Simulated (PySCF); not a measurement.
Whose spectrum? (co-oligomer)

All values: TDDFT B3LYP/def2-SVP, gas phase, PySCF SCF with an in-house response code, fitting set def2-universal-JFIT up to Ne and JKFIT beyond, grid level 1 (kernel 0), vertical, one conformer each, geometries GFN2-xTB; core orbitals frozen in the response, virtual orbitals above 1.5 Eh left out. The lowest 6 singlets were sought, and the brightest is taken among them. The runs took 0.6 to 20 CPU minutes each on shared server CPUs.

Some members have dark charge-transfer states, which this functional places too low. Spin-orbit coupling is left out, which matters for the heavier atoms here.

One system has its HOMO at -5.45 eV, its LUMO at -2.88 eV and these singlet states:

| state | eV | f |
| --- | --- | --- |
| S1 | 2.54 | 1.825 |
| S2 | 3.12 | 0.000 |
| S3 | 3.76 | 0.013 |
| S4 | 3.90 | 0.000 |
| S5 | 3.97 | 0.041 |
| S6 | 3.98 | 0.002 |

Problem. Which is it?
A. FC(F)(F)/C=C/c1ccc(/C=C/c2ccc(/C=C/c3ccc(/C=C/c4ccc(C(F)(F)F)[se]4)[se]3)[se]2)[se]1 (C26H16F6Se4)
B. FC(F)(F)c1ccc(/C=C/c2ccc(/C=C/c3ccc(/C=C/c4ccc(C(F)(F)F)[se]4)[se]3)[se]2)[se]1 (C24H14F6Se4)
C. FC(F)(F)/C=C/c1ccc(/C=C/c2ccc(C(F)(F)F)[se]2)[se]1 (C14H8F6Se2)
D. FC(F)(F)c1ccc(/C=C/c2ccc(/C=C/c3ccc(C(F)(F)F)[se]3)[se]2)[se]1 (C18H10F6Se3)
E. FC(F)(F)/C=C/c1ccc(C(F)(F)F)[se]1 (C8H4F6Se)

Solution. D.

Problem. How do the candidates compare?

Solution. 
| system | HOMO / eV | LUMO / eV | S1 / eV | f(S1) | brightest state sought / eV |
| --- | --- | --- | --- | --- | --- |
| FC(F)(F)/C=C/c1ccc(/C=C/c2ccc(/C=C/c3ccc(/C=C/c4ccc(C(F)(F)F)[se]4)[se]3)[se]2)[se]1 | -5.15 | -3.05 | 2.02 | 2.315 | 2.02 |
| FC(F)(F)/C=C/c1ccc(/C=C/c2ccc(C(F)(F)F)[se]2)[se]1 | -5.87 | -2.88 | 2.94 | 1.046 | 2.94 |
| FC(F)(F)/C=C/c1ccc(C(F)(F)F)[se]1 | -6.95 | -2.56 | 4.20 | 0.286 | 4.20 |
| FC(F)(F)c1ccc(/C=C/c2ccc(/C=C/c3ccc(/C=C/c4ccc(C(F)(F)F)[se]4)[se]3)[se]2)[se]1 | -5.16 | -2.97 | 2.12 | 2.338 | 2.12 |
| FC(F)(F)c1ccc(/C=C/c2ccc(/C=C/c3ccc(C(F)(F)F)[se]3)[se]2)[se]1 | -5.45 | -2.88 | 2.54 | 1.825 | 2.54 |
